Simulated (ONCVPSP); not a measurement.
## How hard is this Mo (Z = 42) ONCV potential?

* Element: Mo (Z = 42)
* Generator: ONCVPSP 4.0.1
* Type: optimised norm-conserving Vanderbilt (ONCV)
* Functional: PBE
* Relativity: scalar-relativistic
* Frozen core: [Ar] 3d10
* Valence charge: 14
* Reference configuration: 4s2 4p6 4d5 5s1
* Partial waves: 4s+5s: rc 2.00 bohr, ncon 4, nbas 8, qcut 7.4 1/bohr, 2 projectors; 4p: rc 1.40 bohr, ncon 4, nbas 8, qcut 5.2 1/bohr, 2 projectors, debl 1.5 Ha; 4d: rc 2.00 bohr, ncon 4, nbas 8, qcut 7.7 1/bohr, 2 projectors, debl 2.7 Ha
* Local potential: polynomial inside 1.25 bohr (lpopt 5, dvloc0 0 Ha)
* Core correction: Teter function, fcfact 4.75, rcfact 1.35

For each optimised wave give the share of its norm inside rc, the residual kinetic energy above qcut (Ha) and the cutoffs (Ha) for errors of 10, 1, 0.1 and 0.01 mHa per electron.

```json
{"wave": "4s", "norm inside rc": "0.976", "residual KE": "2.7e-08", "10 mHa": "10.5", "1 mHa": "15.4", "0.1 mHa": "18.9", "0.01 mHa": "21.7"}
{"wave": "5s", "norm inside rc": "0.080", "residual KE": "5.5e-08", "10 mHa": "4.2", "1 mHa": "13.9", "0.1 mHa": "18.4", "0.01 mHa": "21.8"}
{"wave": "4p", "norm inside rc": "0.686", "residual KE": "2.7e-03", "10 mHa": "9.0", "1 mHa": "49.7", "0.1 mHa": "100.8", "0.01 mHa": "125.5"}
{"wave": "p projector 2", "norm inside rc": "0.048", "residual KE": "4.1e-04", "10 mHa": "7.1", "1 mHa": "10.0", "0.1 mHa": "31.1", "0.01 mHa": "87.1"}
{"wave": "4d", "norm inside rc": "0.601", "residual KE": "1.7e-07", "10 mHa": "13.9", "1 mHa": "18.5", "0.1 mHa": "22.2", "0.01 mHa": "25.2"}
{"wave": "d projector 2", "norm inside rc": "0.171", "residual KE": "2.8e-06", "10 mHa": "16.4", "1 mHa": "20.9", "0.1 mHa": "24.7", "0.01 mHa": "27.8"}
```

The occupied waves need 50 Ha and 101 Ha for 1 and 0.1 mHa.
